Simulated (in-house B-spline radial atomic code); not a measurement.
The numbers below are computed, except where a source is named.
# Rh in an electron gas of r_s = 1.65: phase shifts, screening and friction

A nucleus sits in a uniform electron gas with a rigid positive background. The Kohn-Sham equations are solved self-consistently in the spin-unpolarised LDA (PW92), non-relativistic, on B-splines with outgoing waves at the boundary and partial waves to l = 8. The model has no lattice, no bands and no magnetic solution. Atomic units; δ_l are the phase shifts at the Fermi level, counted so that each bound state adds π, and good to about 0.0005.

The density parameter is r_s = 1.65 bohr.

| l | δ_l (rad) |
| --- | --- |
| 0 | 11.7922 |
| 1 | 9.3098 |
| 2 | 5.8422 |
| 3 | 0.1815 |
| 4 | 0.0378 |
| 5 | 0.0087 |
| 6 | 0.0022 |
| 7 | 0.0004 |
| 8 | 0.0000 |

Bound levels below the band bottom (hartree): s -20.09, p -16.73, d -10.53, s -2.245, p -1.243 and deeper ones.

(1) Check the Friedel sum rule, and say where the screening charge sits.

(2) Find the transport cross section and the electronic stopping of a 5 keV Rh ion (mass 102.91 u).

## Answers

(1) k_F = (9π/4)^(1/3)/r_s = 1.16313. The rule is Z = (2/π) Σ (2l + 1) δ_l. The terms are s 7.507, p 17.780, d 18.596, f 0.809 and 0.300 beyond, in all 44.992 against Z = 45. Bound states hold 8 s, 18 p, 10 d electrons, so the scattering states carry 8.99 in all; where a term is smaller than its bound count, the bound level has drawn weight out of the band.

(2) σ_tr = (4π/k_F²) Σ (l + 1) sin²(δ_l − δ_(l+1)). The terms for l = 0 to 3 are 0.3751, 0.2051, 1.0199, 0.0820, all together 1.6867, so σ_tr = 9.289 × 1.6867 = 15.667 bohr². With n = 3/(4π r_s³) = 0.05314, the friction coefficient is Q = n k_F σ_tr = 0.9684. For v well below v_F = 1.163, dE/dx = Q v; with 24801 eV per u at v = 1, v = √(5000/(24801 × 102.91)) = 0.0443, so dE/dx = 0.04286 hartree/bohr = 22 eV/nm. The largest term couples the d and f waves.
